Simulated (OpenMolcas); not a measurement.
A run on V2+ among 4 point charges of -2 e arranged as a tetrahedron (Td), 1.73 Å from the ion.

```
Program             : OpenMolcas
Method              : SS-CASPT2, IPEA 0.25 Eh, imaginary shift 0.1 Eh (closed shells correlated: 3s 3p)
Basis               : ANO-RCC-VDZP [5s4p2d1f]
Scalar Hamiltonian  : DKH2, point nucleus
Active space        : 3 electrons in 5 orbitals (3d)
State averaging     : 2S+1 = 4 even, 10 roots; 2S+1 = 2 even, 40 roots
Spin-orbit coupling : state interaction with AMFI integrals over the reference wave functions
```

First CASPT2 step and the start of its output:

```
&CASPT2
Multistate=10 1 2 3 4 5 6 7 8 9 10
NoMult
Frozen=5
IPEA=0.25
Imaginary=0.1
MaxIter=60
WThr=0.0 0.3 0.05
PrWF=0.5
NoMix
```

```
--- CASPT2 ---
Orbital specifications:
      -----------------------

      Symmetry species                           1
                                                 a
      Frozen orbitals                            5
      Inactive orbitals                          4
      Active orbitals                            5
      Secondary orbitals                        20
      Deleted orbitals                           0
      Number of basis functions                 34
Type of calculation                        SS-CASPT2
      Fock operator                              state-specific
      IPEA shift                                 0.25
      Real shift                                 0.00
      Imaginary shift                            0.10
      The input orbitals will be transformed to quasi-canonical
Reference energy:        -952.4368635945
      E2 (Non-variational):      -0.2713401826
      Shift correction:          -0.0014934685
      E2 (Variational):          -0.2728336511
      Total energy:            -952.7096972456
      Residual norm:              0.0000009206
      Reference weight:           0.90147
      Contributions to the CASPT2 correlation energy
      Active & Virtual Only:         -0.0403717065
      One Inactive Excited:          -0.0948418522
      Two Inactive Excited:          -0.1361266239
Reference energy:        -952.4368635945
      E2 (Non-variational):      -0.2713440079
      Shift correction:          -0.0014949347
      E2 (Variational):          -0.2728389426
      Total energy:            -952.7097025371
      Residual norm:              0.0000009448
      Reference weight:           0.90144
      Contributions to the CASPT2 correlation energy
      Active & Virtual Only:         -0.0403778639
...
```

Over all roots the printed reference weights run from 0.13 to 0.92, and roots that are degenerate in the reference spread by up to 43000 cm-1.

Problem. Did the run give usable levels, and if not, why?

Solution. No. The equations converged, but the reference weight falls to 0.13 for at least one root against 0.92 for the best. A drop of that size marks an intruder state, so the energies of such roots and the levels built on them can't be trusted.
